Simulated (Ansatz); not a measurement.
Ansatz (a program for electronic structure) input (PBE0/def2-SVP):

Ansatz 0.2 input:
```yaml
crystal:
  periodic: [false, false, false]
  atoms:
    - {symbol: C, position_ang: [-1.58932195, -0.94146650, 0.57357051]}
    - {symbol: C, position_ang: [-1.87102881, 0.58545188, 0.40968072]}
    - {symbol: C, position_ang: [-0.50038291, 1.08719731, 0.15135865]}
    - {symbol: C, position_ang: [0.43124974, 0.18456176, -0.11457575]}
    - {symbol: C, position_ang: [-0.20234549, -1.20680501, -0.06832301]}
    - {symbol: C, position_ang: [1.78987241, 0.40590344, -0.44837011]}
    - {symbol: N, position_ang: [2.90259213, 0.53191619, -0.72313818]}
    - {symbol: H, position_ang: [-2.37495983, -1.54837319, 0.12658390]}
    - {symbol: H, position_ang: [-1.54735561, -1.17793277, 1.63633960]}
    - {symbol: H, position_ang: [-2.33464013, 1.02524630, 1.29295110]}
    - {symbol: H, position_ang: [-2.52359155, 0.80130302, -0.44157711]}
    - {symbol: H, position_ang: [0.39833741, -1.90831445, 0.51083129]}
    - {symbol: H, position_ang: [-0.28419322, -1.60439956, -1.08320762]}
basis:
  gaussian:
    orbitals: def2-SVP
hamiltonian:
  xc: {name: PBE0}
magnetization: {spin_polarized: true, initial_magnetization: 1}
```

End of the output:

```
integrals: 0.07 GiB planned
1468 factors; their error is unknown
0.19 GiB of the device are held for the grids
0.67 GiB of device memory are held for the factors and their scratch space
mean field: 0.61 GiB planned
mean field evaluation 1: about -7784.8742 eV, gradient 3.7e1 eV
mean field evaluation 2: about -7781.0987 eV, gradient 4.8e1 eV
mean field evaluation 4: about -7791.4278 eV, gradient 3.6e0 eV
mean field evaluation 8: about -7791.4904 eV, gradient 2.2e-1 eV
mean field evaluation 16: about -7791.4700 eV, gradient 3.1e-3 eV
mean field -7791.46998547 eV, -286.3312407179 hartree, gradient 1.4e-5 eV, S^2 0.769632; 0 other end points of the search recorded, 0 dependent functions left out
reference -7791.47001152 eV, -286.3312416754 hartree; 25, 24 occupied and 103, 104 virtual orbitals, 1468 factors
Total energy: -7791.47001152 eV, -286.3312416754 hartree
```

It need not be the lowest isomer of its formula.
